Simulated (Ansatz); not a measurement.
Basis sets compared for CrS2(OH)2 (CrS2O2H2). Total charge 0; singlet. Geometry PBE-D4/def2-SVP. Ansatz on 4 threads of AMD EPYC 9R45 on a shared host; times are rough, and most runs start from earlier orbitals.

```tsv
atom	x (Å)	y (Å)	z (Å)
Cr1	-0.063	-0.025	0.324
S2	0.587	1.256	1.718
S3	-1.151	-1.480	1.166
O4	1.334	-0.692	-0.481
H5	1.148	-1.566	-0.884
O6	-1.076	0.794	-0.837
H7	-0.778	1.713	-1.006
```

The 6-31G sets use Cartesian d functions. B3LYP takes the VWN-RPA correlation. The restricted singlet is unstable towards broken spin symmetry in Hartree–Fock (as tested in another run); at PBE-D4/def2-SVP, B3LYP-D4/6-31G, B3LYP-D4/def2-TZVP, PBE0-D4/def2-SVP and others this wasn't settled.

Binding counts from free atoms (Cr septet, S triplet, O triplet, H doublet) in the same basis, without a counterpoise term.

```json
{"level": "PBE-D4/def2-SVP", "functions": "105", "energy (Eh)": "-1991.4201", "HOMO (eV)": "-6.11", "LUMO (eV)": "-4.57", "binding per atom (eV)": "3.68", "wall time": "0.45 s"}
{"level": "B3LYP-D4/6-31G", "functions": "77", "energy (Eh)": "-1992.4345", "HOMO (eV)": "-7.31", "LUMO (eV)": "-4.42", "binding per atom (eV)": "3.25", "wall time": "0.55 s"}
{"level": "PBE0-D4/def2-SVP", "functions": "105", "energy (Eh)": "-1991.3933", "HOMO (eV)": "-7.34", "LUMO (eV)": "-4.15", "binding per atom (eV)": "3.06", "wall time": "0.65 s"}
```

Task: Estimate the rows for PBE-D4/def2-TZVP (with forces), B3LYP-D4/def2-TZVP, PBE0-D4/def2-TZVP.

Result: 
```csv
level,functions,energy (Eh),HOMO (eV),LUMO (eV),binding per atom (eV),wall time
PBE-D4/def2-TZVP (with forces),193,-1992.0372,-6.31,-4.73,3.67,0.95 s
B3LYP-D4/def2-TZVP,193,-1992.7449,-7.21,-4.33,3.24,1.1 s
PBE0-D4/def2-TZVP,193,-1992.0092,-7.45,-4.19,3.10,1.1 s
```
